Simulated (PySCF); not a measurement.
Cl2Y, charge +1, singlet, at a GFN2-xTB geometry (such geometries of metal compounds can be far from the true shape) (the multiplicity is a formal guess) (all electrons, no relativity); CAMB3LYP/3-21G run with PySCF.

PySCF was given this input:
```python
from pyscf import gto, scf, dft

mol = gto.M(
    atom='''
Y     0.575910   -0.037251    0.562398
Cl    0.554801    0.353364   -1.869131
Cl   -1.876005   -0.267905    0.578924
''',
    basis='3-21g',
    charge=1,
    spin=0,
    verbose=4,
)

mf = dft.RKS(mol)
mf.xc = 'camb3lyp'
mf.grids.atom_grid = (75, 302)
mf.kernel()
```

### Question
What does PySCF print? Leave out banner, timings and long lists.

### Answer

```
PySCF version 2.14.0

[INPUT] verbose = 4
[INPUT] num. atoms = 3
[INPUT] num. electrons = 72
[INPUT] charge = 1
[INPUT] spin (= nelec alpha-beta = 2S) = 0
[INPUT] symmetry False subgroup None
[INPUT] Mole.unit = angstrom
[INPUT] Symbol           X                Y                Z      unit          X                Y                Z       unit  Magmom
[INPUT]  1 Y      0.575910000000  -0.037251000000   0.562398000000 AA    1.088312172398  -0.070394187866   1.062778193003 Bohr   0.0
[INPUT]  2 Cl     0.554801000000   0.353364000000  -1.869131000000 AA    1.048421943635   0.667761182281  -3.532145680934 Bohr   0.0
[INPUT]  3 Cl    -1.876005000000  -0.267905000000   0.578924000000 AA   -3.545135658315  -0.506267077402   1.094007806938 Bohr   0.0

nuclear repulsion = 328.54340275084
number of shells = 28
number of NR pGTOs = 135
number of NR cGTOs = 62
basis = 3-21g
ecp = {}

******** <class 'pyscf.dft.rks.RKS'> ********
method = RKS
initial guess = minao
damping factor = 0
level_shift factor = 0
DIIS = <class 'pyscf.scf.diis.CDIIS'>
diis_start_cycle = 1
diis_space = 8
diis_damp = 0
SCF conv_tol = 1e-09
SCF conv_tol_grad = None
SCF max_cycles = 50
direct_scf = True
direct_scf_tol = 1e-13
XC library pyscf.dft.libxc version 7.1.2
    S. Lehtola, C. Steigemann, M. J. T. Oliveira, and M. A. L. Marques,  SoftwareX 7, 1–5 (2018)
XC functionals = camb3lyp
    T. Yanai, D. P. Tew, and N. C. Handy,  Chem. Phys. Lett. 393, 51 (2004)
radial grids:
    Treutler-Ahlrichs [JCP 102, 346 (1995); DOI:10.1063/1.469408] (M4) radial grids

becke partition: Becke, JCP 88, 2547 (1988); DOI:10.1063/1.454033
pruning grids: <function nwchem_prune>
grids dens level: 3
symmetrized grids: False
atomic radii adjust function: <function treutler_atomic_radii_adjust>
User specified grid scheme (75, 302)
small_rho_cutoff = 0
Set gradient conv threshold to 3.16228e-05
Initial guess from minao.
tot grids = 40592
init E= -4229.13662777722
  HOMO = -0.464037239185306  LUMO = -0.253351673260888  gap/eV = 5.73305
cycle= 1 E= -4233.63518345693  delta_E= -4.5  |g|= 0.372  |ddm|= 2.05
  HOMO = -0.47967069623541  LUMO = -0.358871503983323  gap/eV = 3.28711
cycle= 2 E= -4233.48064235194  delta_E= 0.155  |g|= 0.827  |ddm|= 1.32
  HOMO = -0.532490808221704  LUMO = -0.292347284374045  gap/eV = 6.53464
cycle= 3 E= -4233.70137136494  delta_E= -0.221  |g|= 0.0442  |ddm|= 0.819
  HOMO = -0.539337644114593  LUMO = -0.292850757826029  gap/eV = 6.70725
cycle= 4 E= -4233.70200165551  delta_E= -0.00063  |g|= 0.015  |ddm|= 0.0711
  HOMO = -0.539470986368028  LUMO = -0.287207438160333  gap/eV = 6.86444
cycle= 5 E= -4233.70215004689  delta_E= -0.000148  |g|= 0.00447  |ddm|= 0.0492
  HOMO = -0.538976285815629  LUMO = -0.287689090577213  gap/eV = 6.83787
cycle= 6 E= -4233.70216350726  delta_E= -1.35e-05  |g|= 0.000919  |ddm|= 0.0101
  HOMO = -0.538946298493286  LUMO = -0.287959999238931  gap/eV = 6.82969
cycle= 7 E= -4233.70216450044  delta_E= -9.93e-07  |g|= 0.000368  |ddm|= 0.0032
  HOMO = -0.53896361628789  LUMO = -0.287876364034421  gap/eV = 6.83243
cycle= 8 E= -4233.70216463083  delta_E= -1.3e-07  |g|= 5.96e-05  |ddm|= 0.0013
  HOMO = -0.538957566951807  LUMO = -0.287877742289991  gap/eV = 6.83223
cycle= 9 E= -4233.70216463607  delta_E= -5.24e-09  |g|= 1.62e-05  |ddm|= 0.000211
  HOMO = -0.538958492691197  LUMO = -0.28788267444001  gap/eV = 6.83212
cycle= 10 E= -4233.70216463648  delta_E= -4.12e-10  |g|= 4.01e-06  |ddm|= 6.92e-05
  HOMO = -0.538959023408453  LUMO = -0.287881343970997  gap/eV = 6.83217
Extra cycle  E= -4233.70216463649  delta_E= -9.09e-12  |g|= 5.14e-06  |ddm|= 1.22e-05
converged SCF energy = -4233.70216463649
```
